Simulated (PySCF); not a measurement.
The GFN2-xTB optimisation was started from `[CH2:1][C@@:2]([F:3])([CH:4]=[O:5])[CH2:6][CH3:7]` (hydrogens: H8, H9 on C1; H10 on C4; H11, H12 on C6; H13, H14, H15 on C7), doublet state, and ended at this geometry:
```
atom  x, y, z in Å
C1    -1.704   -0.223    0.766
C2    -0.583   -0.449   -0.145
F3    -0.893   -0.919   -1.378
C4    -1.193    1.082    0.082
O5    -0.486    1.923    0.676
C6     0.838   -0.678    0.257
C7     1.817    0.072   -0.647
H8    -2.683   -0.551    0.451
H9    -1.502   -0.283    1.824
H10   -1.776    1.361   -0.805
H11    1.034   -1.754    0.201
H12    0.961   -0.346    1.288
H13    1.655    1.142   -0.543
H14    2.840   -0.158   -0.362
H15    1.671   -0.210   -1.687
```

Computed, not measured: UKS B3LYP, pcH-1 on C F H O, non-relativistic, mean-field spin-orbit, GIAO (PySCF). The structure is a single GFN2-xTB conformer in the gas phase; no vibrational or solvent corrections. The geometry wasn't refined by DFT: couplings that depend on bond lengths, twists or pyramidal angles can differ widely from those at the functional's own minimum.

Question: Does the final structure still match the drawn one?

Answer: No. Not drawn but now within bonding distance: C1–C4 (1.56 Å). The EPR parameters below belong to the final geometry, not to the drawn structure.

Question: Give the principal g values and ⟨S²⟩.

Answer: g = 2.00330, 2.00627, 2.01711, g_iso = 2.00889 (shifts 981, 3954, 14792 ppm). The unrestricted determinant has ⟨S²⟩ = 0.7575 (exact 0.7500), so spin contamination is small.

Question: Where is the spin, and what couplings result (MHz)?

Answer: 
```csv
atom,isotope,a_iso,T1,T2,T3,Mulliken spin population,distance from O5 (Å)
C1,13C,42.4,-11.4,-10.7,22.1,0.09,2.47
C2,13C,73.3,-33.8,-32.6,66.3,0.31,2.51
F3,19F,99.0,-118.7,-103.6,222.3,0.04,3.53
C4,13C,-33.4,-12.1,-2.2,14.2,0.01,1.25
O5,17O,-35.8,-167.3,82.7,84.6,0.53,0.00
C6,13C,-4.6,-1.7,-1.6,3.3,-0.01,2.95
C7,13C,4.2,-1.6,-0.3,1.9,0.01,3.24
H8,1H,20.0,-5.9,-1.6,7.5,0.01,3.32
H9,1H,15.0,-6.7,-0.1,6.8,0.01,2.69
H10,1H,-8.7,-5.8,-4.0,9.8,-0.01,2.04
H11,1H,34.4,-3.0,-1.1,4.1,0.02,4.01
H12,1H,-0.4,-4.2,-1.2,5.4,0.00,2.76
H13,1H,0.9,-4.5,-1.6,6.1,0.00,2.58
H14,1H,-1.4,-1.6,-1.1,2.6,0.00,4.06
H15,1H,-0.7,-1.9,-1.7,3.5,0.00,3.85
```

T1 to T3 are the principal values of the dipolar part. The largest population is on O5 (+0.53); the positive ones add up to 1.02 and the negative ones to -0.02.

Time: 45 s wall (with the writing of density and orbital grids); peak memory 0.97 GiB. Hardware: one thread of an Arm Neoverse V2, no GPU, on a shared host.
